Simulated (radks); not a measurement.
Values are calculated unless marked as measured or tabulated.
Problem. The rhodium ion Rh4+, [Kr] 4d5. Code: a radial shooting solver on a logarithmic mesh with Libxc functionals. Model: non-relativistic Kohn-Sham, exchange-only PBE, spin-polarised, spherical densities, point nucleus. Every spin shell is full or empty, so the densities are truly spherical. Functionals are evaluated on that one density, not self-consistently. Rank these exchange functionals by their error against the exact value of the orbitals, and give that value: LDA, revPBE, OPTX, AM05, B86b, G96, EV93, MVS.

Solution. Exact: -132.579 hartree. From best to worst, with 100 (|E| - |E exact|)/|E exact| (equal figures are ties): B86b -0.04, MVS +0.04, EV93 -0.24, G96 +0.30, revPBE -0.32, OPTX +1.08, AM05 -4.76, LDA -5.15.
